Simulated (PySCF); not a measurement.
Al(F)(Me)(OSiH3) (CH₆AlFOSi), SMILES [SiH3][O][Al]([F])[CH3]. Atoms are numbered in the order given.

```xyz
11

Al     0.1353     0.3337     0.9005
F     -0.8310    -0.4391     2.0148
C      1.3447     1.7227     1.4781
H      1.9075     2.1577     0.6390
H      2.0678     1.3278     2.2102
H      0.7940     2.5333     1.9822
O     -0.0115    -0.1660    -0.7074
Si    -0.3928    -0.8682    -2.1480
H      0.1161    -0.0258    -3.2723
H     -1.8738    -1.0097    -2.2917
H      0.2316    -2.2227    -2.2455
```

Coordinates come from a PBE0-D3(BJ)/def2-SVP optimisation. The values are those of a single conformer.

All values below come from PySCF with PBE0-D3(BJ)/def2-SVP.

Frequencies are harmonic and unscaled.

A small imaginary wavenumber (i) marks a very flat motion, where grid noise or a shallow saddle decides the sign.

```json
[
 {"mode": "1", "ν (cm⁻¹)": "14i", "IR (km/mol)": "0.1", "moving atoms (share of kinetic energy)": "H 94 %"},
 {"mode": "2", "ν (cm⁻¹)": "16", "IR (km/mol)": "0.1", "moving atoms (share of kinetic energy)": "H 98 %"},
 {"mode": "3", "ν (cm⁻¹)": "42", "IR (km/mol)": "1.2", "moving atoms (share of kinetic energy)": "O 31 %, Si 20 %, F 20 %, H 16 %, C 10 %"},
 {"mode": "4", "ν (cm⁻¹)": "77", "IR (km/mol)": "0.1", "moving atoms (share of kinetic energy)": "O 60 %, H 17 %, Si 9 %"},
 {"mode": "5", "ν (cm⁻¹)": "172", "IR (km/mol)": "6.4", "moving atoms (share of kinetic energy)": "C 27 %, H 25 %, F 22 %, Si 9 %, O 9 %"},
 {"mode": "6", "ν (cm⁻¹)": "246", "IR (km/mol)": "41.5", "moving atoms (share of kinetic energy)": "Al 56 %, H 17 %, O 14 %, F 11 %"},
 {"mode": "7", "ν (cm⁻¹)": "259", "IR (km/mol)": "40.8", "moving atoms (share of kinetic energy)": "O 38 %, F 35 %, Al 13 %, C 8 %"},
 {"mode": "8", "ν (cm⁻¹)": "485", "IR (km/mol)": "0.2", "moving atoms (share of kinetic energy)": "Si 32 %, C 24 %, H 14 %, Al 14 %, F 12 %"},
 {"mode": "9", "ν (cm⁻¹)": "666", "IR (km/mol)": "67.7", "moving atoms (share of kinetic energy)": "H 74 %, C 18 %"},
 {"mode": "10", "ν (cm⁻¹)": "680", "IR (km/mol)": "9.4", "moving atoms (share of kinetic energy)": "H 45 %, C 27 %, Al 15 %, F 9 %"},
 {"mode": "11", "ν (cm⁻¹)": "720", "IR (km/mol)": "85.6", "moving atoms (share of kinetic energy)": "H 40 %, Al 31 %, C 22 %"},
 {"mode": "12", "ν (cm⁻¹)": "736", "IR (km/mol)": "64.8", "moving atoms (share of kinetic energy)": "H 83 %, Si 9 %"},
 {"mode": "13", "ν (cm⁻¹)": "739", "IR (km/mol)": "73.5", "moving atoms (share of kinetic energy)": "H 83 %, Si 9 %"},
 {"mode": "14", "ν (cm⁻¹)": "886", "IR (km/mol)": "132.4", "moving atoms (share of kinetic energy)": "Al 46 %, F 44 %"},
 {"mode": "15", "ν (cm⁻¹)": "951", "IR (km/mol)": "91.4", "moving atoms (share of kinetic energy)": "H 96 %"},
 {"mode": "16", "ν (cm⁻¹)": "954", "IR (km/mol)": "85.3", "moving atoms (share of kinetic energy)": "H 96 %"},
 {"mode": "17", "ν (cm⁻¹)": "1000", "IR (km/mol)": "409.4", "moving atoms (share of kinetic energy)": "H 85 %, Si 13 %"},
 {"mode": "18", "ν (cm⁻¹)": "1142", "IR (km/mol)": "500.6", "moving atoms (share of kinetic energy)": "O 75 %, Al 12 %, Si 8 %"},
 {"mode": "19", "ν (cm⁻¹)": "1218", "IR (km/mol)": "50.9", "moving atoms (share of kinetic energy)": "H 77 %, C 21 %"},
 {"mode": "20", "ν (cm⁻¹)": "1421", "IR (km/mol)": "2.3", "moving atoms (share of kinetic energy)": "H 96 %"},
 {"mode": "21", "ν (cm⁻¹)": "1425", "IR (km/mol)": "2.0", "moving atoms (share of kinetic energy)": "H 95 %"},
 {"mode": "22", "ν (cm⁻¹)": "2229", "IR (km/mol)": "161.3", "moving atoms (share of kinetic energy)": "H 96 %"},
 {"mode": "23", "ν (cm⁻¹)": "2229", "IR (km/mol)": "158.2", "moving atoms (share of kinetic energy)": "H 96 %"},
 {"mode": "24", "ν (cm⁻¹)": "2234", "IR (km/mol)": "88.4", "moving atoms (share of kinetic energy)": "H 99 %"},
 {"mode": "25", "ν (cm⁻¹)": "3057", "IR (km/mol)": "0.6", "moving atoms (share of kinetic energy)": "H 97 %"},
 {"mode": "26", "ν (cm⁻¹)": "3153", "IR (km/mol)": "0.9", "moving atoms (share of kinetic energy)": "H 91 %, C 9 %"},
 {"mode": "27", "ν (cm⁻¹)": "3174", "IR (km/mol)": "1.5", "moving atoms (share of kinetic energy)": "H 91 %, C 9 %"}
]
```
